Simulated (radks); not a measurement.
Excited configurations of Sn I: one electron is placed in a higher orbital outside [Kr] 4d10 5s2 5p1. The ground configuration is [Kr] 4d10 5s2 5p2. Method: scalar-relativistic Kohn-Sham, r2SCAN, spin-unpolarised, spherical densities, finite nucleus; meta-GGA in the generalised Kohn-Sham scheme; Fermi nuclear charge, rms radius 4.6519 fm; computed with a radial shooting solver on a logarithmic mesh with Libxc functionals. Excitation = E - E(ground); binding = E(ion) - E, where the ion is the core of charge +1; n* = 1/sqrt(2 binding) in atomic units, and the quantum defect is n - n*.

| outer orbital | excitation (eV) | binding (eV) | n* | quantum defect | eigenvalue (eV) | <r> (bohr) |
|---|---|---|---|---|---|---|
| 5d | 5.300 | 1.604 | 2.913 | 2.087 | -0.626 | 9.332 |
| 6s | 4.031 | 2.873 | 2.176 | 3.824 | -1.717 | 7.319 |
| 6p | 4.951 | 1.952 | 2.640 | 3.360 | -1.086 | 9.749 |
| 6d | 5.912 | 0.991 | 3.705 | 2.295 | -0.522 | 18.29 |
| 7s | 5.520 | 1.383 | 3.136 | 3.864 | -0.850 | 15.28 |
| 7p | 5.847 | 1.056 | 3.589 | 3.411 | -0.653 | 19.12 |
| 7d | 6.254 | 0.649 | 4.578 | 2.422 | -0.382 | 30.38 |
| 7f | 6.596 | 0.307 | 6.654 | 0.346 | -0.195 | 66.11 |

Estimate the row for 6f.

Answer. excitation (eV) 6.492; binding (eV) 0.412; n* 5.750; quantum defect 0.250; eigenvalue (eV) -0.250; <r> (bohr) 47.23. The Delta-SCF ionisation energy is 6.904 eV (NIST Atomic Spectra Database: 7.344 eV, measured). Self-interaction in the functional shifts the binding energies and quantum defects, so they are the method's values and not measured ones. Spin polarisation and multiplet splitting are left out, so open shells lie too high by an amount that depends on their filling. Spin-orbit splitting is averaged out at the scalar-relativistic level.

Beside tabulated values, note that spin-unpolarised runs miss the spin-polarisation part of the exchange energy of open shells.
